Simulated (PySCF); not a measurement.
# Energy of Ti²⁺ (titanium, charge +2) between two integer charges

The 3d alpha orbital of [Ar] 3d2 is emptied in steps (occupation f), with all orbitals relaxed, ending at [Ar] 3d1. All numbers are calculated (PySCF 2.14, the non-relativistic Hamiltonian (point nucleus), in aug-pcseg-2 (7s5p4d3f2g, 81 functions)). The exact energy is a straight line in f; departures are measured from the line between the end points of the same method.

Among BHandHLYP, wB97X, BLYP, which shows the largest delocalisation error (convex curve), and which is closest to linear?

Most convex: BLYP (-1.842 eV at f = 0.5); closest to linear: wB97X (-0.647 eV).

```tsv
f	BHandHLYP (eV)	wB97X (eV)	BLYP (eV)
1	0.000	0.000	0.000
0.75	-0.574	-0.478	-1.364
0.5	-0.770	-0.647	-1.842
0.25	-0.581	-0.492	-1.397
0	0.000	0.000	0.000
```

```tsv
method	E(f=0) − E(f=1) (eV)	−ε at f=1 (eV)	−ε at f=0.5 (eV)
BHandHLYP	27.832	24.791	27.813
wB97X	27.606	25.101	27.567
BLYP	28.112	20.937	28.024
```

Reference removal energy between the ground levels: 27.492 eV (measured; NIST Atomic Spectra Database, ionization energies). The calculation has no spin-orbit coupling.
